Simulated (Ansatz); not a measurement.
`C#C[Si](F)(Cl)Cl` + H₂O → `O[Si](F)(Cl)Cl` + `C#C` at 298.15 K and 1 bar (formal hydrolysis of the Si–C bond).

Program: Ansatz. Geometries: PBE0-D4/def2-TZVP. ΔE: electronic, gas phase. CCSD(T)/CBS adds triple-zeta CCSD(T) − MP2 to the extrapolated MP2 energy (def2 sets, frozen cores). This one scheme is used for every species. Each species was taken in one conformer, which may not be the lowest.

```csv
species,CCSD(T)/CBS energy (Eh),H − E (kJ/mol),S (J/(mol·K))
`C#C[Si](F)(Cl)Cl`,-1385.25733,90.6,360.0
H₂O,-76.37941,66.4,188.7
`O[Si](F)(Cl)Cl`,-1384.43664,74.5,340.5
`C#C`,-77.22717,80.8,200.2
```

H − E and S are ideal-gas, rigid-rotor, harmonic terms from PBE0-D4/def2-TZVP, for one conformer and one mirror image of each species. 1 Eh = 2625.50 kJ/mol, R = 8.31446 J/(mol·K).

Question: By hand: ΔE, ΔH, ΔS and ΔG.

Answer: ΔE = (-1384.43664) + (-77.22717) − (-1385.25733) − (-76.37941) = -0.02707 Eh = -71.1 kJ/mol. Δ(H − E) = 74.5 + 80.8 − 90.6 − 66.4 = -1.7, so ΔH = -72.8 kJ/mol. ΔS = 340.5 + 200.2 − 360.0 − 188.7 = -8.0 J/(mol·K). ΔG = -72.8 − 298.15 × (-8.0)/1000 = -70.4 kJ/mol.

Question: By hand: the equilibrium constant, and the temperature at which ΔG would vanish if ΔH and ΔS stayed fixed.

Answer: log₁₀ K = −ΔG/(RT ln 10) = 12.3. ΔG = 0 at ΔH/ΔS = 9100 K, far beyond where these terms or the molecules hold.

The number of gas molecules stays the same, so ΔS is small and ΔH decides. A doubt of 5 kJ/mol in ΔE shifts log₁₀ K by 0.9 here. Other conformers and mirror images would add mixing entropy, several J/(mol·K) or more a flexible species. These are equilibria of isolated gas molecules and say nothing of rates. Largest T1 diagnostic: 0.013 (customary marks: 0.02 for closed shells, 0.045 for open ones).
